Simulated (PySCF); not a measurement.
Si(F)2(Cl)(OH) (ClF₂HOSi), SMILES O[Si](Cl)(F)F. Atoms are numbered in the order given.

```xyz
6

O      1.6355    -0.4749    -0.5433
Si     0.1139    -0.3253     0.0010
F     -0.0355    -0.8559     1.5037
F     -0.8112    -1.2380    -0.9229
Cl    -0.5510     1.5918    -0.0387
H      2.3088     0.1390    -0.2372
```

Coordinates come from a PBE0-D3(BJ)/def2-SVP optimisation. The values are those of a single conformer.

All values below come from PySCF with PBE0/pcSseg-1.

GIAO shieldings, no solvent; atoms listed in one row are averaged. δ = σ(ref) − σ: ¹⁷O against H2O (σ = 334.2 ppm); ²⁹Si against TMS (σ = 352.7 ppm); ¹⁹F against CFCl3 (σ = 167.2 ppm); ³⁵Cl against HCl (σ = 945.9 ppm); ¹H against TMS (σ = 31.56 ppm), references at their B3LYP-D3(BJ)/def2-TZVP geometries, non-relativistic (without spin–orbit terms, shifts of atoms bonded to Cl or Br come out too high).

Computed chemical shifts:
| nucleus | atoms | count | δ (ppm) |
|---|---|---|---|
| ¹⁷O | O1 | 1 | 64.3 |
| ²⁹Si | Si2 | 1 | -62.4 |
| ¹⁹F | F3 | 1 | -132.3 |
| ¹⁹F | F4 | 1 | -149.9 |
| ³⁵Cl | Cl5 | 1 | 34.4 |
| ¹H | H6 | 1 | 2.88 |
